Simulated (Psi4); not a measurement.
# The standard entropy of InNH3Cl (SMILES [NH2][InH][Cl]) from a frequency calculation

A singlet with charge 0, relaxed at B3LYP-D3(BJ)/def2-TZVP (density fitting, core potential) (Psi4 1.11):

```xyz
6

N    -1.0344    0.1916   -0.5105
In    0.7935    0.1515    0.3244
Cl    0.9923   -1.7826    1.6635
H    -1.2334    0.7674   -1.3141
H    -1.5735   -0.6612   -0.5314
H     2.0590    1.2838    0.3177
```

Harmonic wavenumbers in cm⁻¹: 117, 266, 317, 342, 426, 445, 620, 749, 1547, 1880, 3549, 3654.

Masses in u: N 14.007, In 114.818, Cl 35.45, H 1.008. Take T = 298.15 K, p = 1 bar, R = 8.3145 J/(mol K), kT/hc = 207.22 cm⁻¹, rigid rotor and harmonic oscillator.

Work out S° at 298 K.


1. Translation (Sackur–Tetrode): S = R[3/2 ln M + 5/2 ln T − 1.1517] with M = 167.299 gives 172.7 J/(mol K).
2. Rotation: principal moments 50.535, 184.637, 234.921 u Å² give A, B, C = 0.3336, 0.0913, 0.0718 cm⁻¹; the symmetry number is σ = 1; q = (√π/σ)√((kT/hc)³/ABC) = 113061; S = R(ln q + 3/2) = 109.2.
3. Vibration: with u = ν̃/207.22, each mode gives R[u/(eᵘ − 1) − ln(1 − e⁻ᵘ)]; the sum is 40.4, most from 117 cm⁻¹ (13.2), 266 cm⁻¹ (6.8), 317 cm⁻¹ (5.5).
4. Spin and the two mirror images of this shape: R ln 2 = 5.8.
5. Sum: 172.7 + 109.2 + 40.4 + 5.8 = 328.1 J/(mol K).

No measured value is set beside it here. Where a soft mode is a torsion, a harmonic oscillator describes it poorly.
